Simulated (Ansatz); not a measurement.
Geometry optimisation, UKS BLYP/def2-SVP (Ansatz).

Input file:

```yaml
crystal:
  periodic: [false, false, false]
  atoms:
    - { symbol: H, position_ang: [-0.231398, -0.25958, 0.228775] }
    - { symbol: As, position_ang: [1.761246, -0.003314, 2.178495] }
    - { symbol: Ge, position_ang: [-1.152627, -0.286334, -0.988226] }
    - { symbol: H, position_ang: [1.407341, 1.479434, 1.911267] }
    - { symbol: H, position_ang: [2.6304, -0.044259, 0.89832] }
    - { symbol: H, position_ang: [-2.631327, -0.213923, -0.532564] }
    - { symbol: H, position_ang: [-0.848784, 0.922275, -1.907175] }
    - { symbol: H, position_ang: [-0.934752, -1.5943, -1.788792] }
magnetization:
  spin_polarized: true
  initial_magnetization: 1
basis:
  gaussian: { orbitals: def2-SVP }
hamiltonian:
  xc: blyp
relax:
  f_tol: 0.03
  max_steps: 50
```

Command:

```bash
$ ansatz run input.yaml --threads 2 --pin off --max-ram 3072MiB --backend cpu --events-out ev --progress --plain --runs-dir out
```

Task: Where does it end, and by what steps?

Result: The forces met the threshold. The force dipped under the threshold on the way, but the program's further checks kept it going. After 5 steps the energy has fallen by 0.020 eV; As2 moved furthest, 0.37 Å.

```
step  energy less start (eV)  largest force component (eV/Å)  accepted
   0                  0.0000                           0.435       yes
   1                 -0.0181                           0.059       yes
   2                 -0.0194                           0.020       yes
   3                 -0.0199                           0.022       yes
   4                 -0.0201                           0.004       yes
   5                 -0.0202                           0.004       yes
```

```xyz
8
Properties=species:S:1:pos:R:3
H -0.390 -0.308 0.098
As 2.039 0.066 2.420
Ge -1.326 -0.329 -1.141
H 1.687 1.551 2.147
H 2.903 0.027 1.133
H -2.804 -0.254 -0.674
H -1.008 0.888 -2.048
H -1.101 -1.641 -1.937
```

Whether the end is a true minimum wasn't checked by a vibrational analysis.

Time of the run: 14 s on 2 threads of Arm Neoverse V1, on a shared host, peak memory 0.14 GiB.
